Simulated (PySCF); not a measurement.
C5H4F4O2.
Numbering: `[F:1]/[CH:2]=[CH:3]\[O:4]/[CH:5]=[C:6](/[F:7])[O:8][CH:9]([F:10])[F:11]` (hydrogens: H12 on C2; H13 on C3; H14 on C5; H15 on C9)

The same species was optimised twice, with GFN2-xTB and with PBE0-D3(BJ)/def2-SVP (PySCF), and the same property calculations (PySCF, gas phase) were run on both structures.

```
      coordinate  GFN2-xTB  PBE0-D3(BJ)/def2-SVP  change
       C6–F7 (Å)     1.351                 1.330  -0.021
       C6–O8 (Å)     1.360                 1.342  -0.018
      C9–F10 (Å)     1.354                 1.338  -0.016
       O8–C9 (Å)     1.367                 1.380  +0.013
       F1–C2 (Å)     1.349                 1.338  -0.011
      C9–F11 (Å)     1.333                 1.325  -0.008
       C2=C3 (Å)     1.327                 1.336  +0.009
       C3–O4 (Å)     1.352                 1.346  -0.006
       C5=C6 (Å)     1.330                 1.333  +0.003
       O4–C5 (Å)     1.357                 1.356  -0.001
  F10–C9–F11 (°)     106.7                 108.8    +2.1
    C5–C6–O8 (°)     126.3                 124.9    -1.4
    C5–C6–F7 (°)     119.7                 121.1    +1.4
   O8–C9–F11 (°)     107.7                 106.4    -1.3
    O4–C5–C6 (°)     120.5                 119.4    -1.1
   O8–C9–F10 (°)     110.8                 109.9    -0.9
    C2–C3–O4 (°)     132.3                 131.4    -0.9
    C3–O4–C5 (°)     121.3                 121.8    +0.5
 C2–C3–O4–C5 (°)        -5                    -3      +2
 C3–O4–C5–C6 (°)       170                   174      +4
 C5–C6–O8–C9 (°)       134                   117     -17
C6–O8–C9–F10 (°)       -77                   -73      +4
```

Rotational constants: A = 2488, B = 457.8, C = 414.9 MHz (GFN2-xTB) against A = 2294, B = 496.4, C = 436.9 MHz (PBE0-D3(BJ)/def2-SVP). Point groups within 0.08 Å: C1 and C1.

On the GFN2-xTB structure: HOMO (eV) -6.63 [PBE0/pcSseg-1]; LUMO (eV) -0.03 [PBE0/pcSseg-1]; dipole (D) 1.86 [PBE0/pcSseg-1]; GIAO shielding of F1 (ppm) 343.2 [PBE0/pcSseg-1]; GIAO shielding of C2 (ppm) 46.2 [PBE0/pcSseg-1]; GIAO shielding of C3 (ppm) 54.3 [PBE0/pcSseg-1]; GIAO shielding of O4 (ppm) 205.4 [PBE0/pcSseg-1]; GIAO shielding of C5 (ppm) 64.3 [PBE0/pcSseg-1]; GIAO shielding of C6 (ppm) 28.1 [PBE0/pcSseg-1]; GIAO shielding of F7 (ppm) 316.9 [PBE0/pcSseg-1]; GIAO shielding of O8 (ppm) 164.5 [PBE0/pcSseg-1].

Problem. What do these properties become on the PBE0-D3(BJ)/def2-SVP structure?

Solution. 
```
                                    property          level  on GFN2-xTB  on PBE0-D3(BJ)/def2-SVP  change
                                   HOMO (eV)  PBE0/pcSseg-1        -6.63                    -6.51   +0.12
                                   LUMO (eV)  PBE0/pcSseg-1        -0.03                     0.00   +0.03
                                  dipole (D)  PBE0/pcSseg-1         1.86                     1.56   -0.30
energy, GFN2-xTB geometry as zero (kcal/mol)  PBE0/pcSseg-1          0.0                     -0.9    -0.9
                  GIAO shielding of F1 (ppm)  PBE0/pcSseg-1        343.2                    343.5    +0.3
                  GIAO shielding of C2 (ppm)  PBE0/pcSseg-1         46.2                     46.0    -0.2
                  GIAO shielding of C3 (ppm)  PBE0/pcSseg-1         54.3                     53.3    -1.0
                  GIAO shielding of O4 (ppm)  PBE0/pcSseg-1        205.4                    201.5    -3.9
                  GIAO shielding of C5 (ppm)  PBE0/pcSseg-1         64.3                     61.6    -2.7
                  GIAO shielding of C6 (ppm)  PBE0/pcSseg-1         28.1                     31.1    +3.0
                  GIAO shielding of F7 (ppm)  PBE0/pcSseg-1        316.9                    315.2    -1.7
                  GIAO shielding of O8 (ppm)  PBE0/pcSseg-1        164.5                    163.4    -1.1
```

The heavy atoms differ by 0.209 Å rms after alignment. Among bonds between heavy atoms C6–F7 changes most (-0.021 Å). Changes are differences of the printed values. Neither structure is proved a minimum here.

The values belong to the conformer `[F:1]/[CH:2]=[CH:3]\[O:4]/[CH:5]=[C:6](/[F:7])[O:8][CH:9]([F:10])[F:11]`: C2–C3–O4–C5 -3°, C3–O4–C5–C6 174°, C5–C6–O8–C9 117°, C6–O8–C9–F10 -73°.
